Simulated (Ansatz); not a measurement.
InPBr₃F₃⁻, that is In(PF3)Br3 with one electron more. Charge -1, multiplicity 2. Geometry B3LYP-D4/def2-SVP, that of the neutral singlet.

```xyz
8

In    0.4040   -1.0751    1.2328
P    -0.2916    0.7821   -0.8991
F     0.4052    0.5963   -2.3101
F    -0.0159    2.3253   -0.6679
F    -1.8072    0.8484   -1.3574
Br   -1.1178    0.0360    2.8652
Br    2.8183   -0.4569    1.1890
Br   -0.3949   -3.0562   -0.0524
```

In the def2 sets In takes a core potential; there is no spin–orbit coupling. At PBE-D4/def2-SVP, r2SCANh-D4/def2-SVP, PBE0-D4/def2-SVP the highest occupied level of the charge -1 doublet lies above zero (up to 1.34 eV). By energy differences its removal costs 1.15 eV (vertical, to the charge 0 singlet, at PBE-D4/def2-SVP); self-interaction error and the lack of diffuse functions both raise the level.

(1) Estimate the α-spin orbital energies around the gap (eV) in Ansatz with PBE-D4/def2-SVP, r2SCANh-D4/def2-SVP, PBE0-D4/def2-SVP.

## Answers

(1) 
```csv
orbital,PBE-D4/def2-SVP,r2SCANh-D4/def2-SVP,PBE0-D4/def2-SVP
HOMO−5,-2.53,-3.42,-3.89
HOMO−4,-2.53,-3.42,-3.88
HOMO−3,-2.47,-3.37,-3.84
HOMO−2,-2.47,-3.37,-3.84
HOMO−1,-2.30,-3.20,-3.65
HOMO,1.34,0.88,0.55
LUMO,2.09,2.37,2.81
LUMO+1,2.09,2.38,2.81
LUMO+2,2.93,3.15,3.49
LUMO+3,4.98,5.64,5.77
LUMO+4,5.10,5.65,5.79
LUMO+5,5.12,5.69,5.96
β HOMO,-2.23,-3.11,-3.58
β LUMO,1.72,2.21,2.51
```
